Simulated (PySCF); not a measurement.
# How methods differ on the ionisation energy of Ce⁴¹⁺

Ce⁴¹⁺ [Ne] 3s2 3p5 (2P) → Ce⁴²⁺ [Ne] 3s2 3p4 (3P), as a difference of total energies. Computed with PySCF 2.14 in an even-tempered Gaussian basis (16 s from 7.7 bohr⁻², ratio 2.5; 10 p from 10 bohr⁻², ratio 2.5; 4 d from 44 bohr⁻², ratio 2.7; 4 f from 66 bohr⁻², ratio 2.7), with the non-relativistic Hamiltonian (point nucleus). Correlated levels: outer shells: 1s2 frozen; virtual orbitals above 40 to 60 times the deepest correlated orbital energy dropped. The calculations carry no spin-orbit coupling.

```tsv
method	ionisation energy (eV)
UHF	3148.4
LDA	3150.8
PBE	3151.2
PBE0	3151.0
r2SCAN	3151.2
TPSS	3151.0
M06	3151.3
MP2 (outer shells)	3149.3
SCS-MP2 (outer shells)	3149.2
```

Spin-orbit coupling is strong in these open shells (close to jj coupling). The scalar numbers leave it out and a first-order estimate fails, so it can dominate the gap to the real levels.

The gap to the reference is mostly relativistic.

For comparison: 3176 ± 4 eV (theoretical estimate listed by NIST; NIST Atomic Spectra Database, ionization energies).
